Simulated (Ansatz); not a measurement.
Reaction (ligand exchange at a B–C bond): `BC(=C)SC` + `C=CNC` → `BN(C)C=C` + `C=CSC`

Isolated molecules relaxed with PBE0-D4/def2-TZVP in Ansatz; ΔE leaves out vibrations. CCSD(T)/CBS adds triple-zeta CCSD(T) − MP2 to the extrapolated MP2 energy (def2 sets, frozen cores). Functionals use def2-TZVPP. One conformer a species, not always the lowest.

```tsv
level	ΔE (kcal/mol)
PBE-D4	-31.0
r2SCAN-D4	-31.6
ωB97X-V	-31.7
HF/def2-TZVPP	-31.0
```

Question: What does CCSD(T)/CBS give? (Estimate.)

Answer: Computed: -32.7 kcal/mol. The listed levels differ from it by 1.7, 1.1, 1.0, 1.7 kcal/mol.

Largest T1 diagnostic among the species: 0.013.

In def2-TZVPP, CCSD(T) changes the Hartree–Fock value by −2.0 kcal/mol (the triples alone add −0.0 kcal/mol) and MP2 by −2.2 kcal/mol.
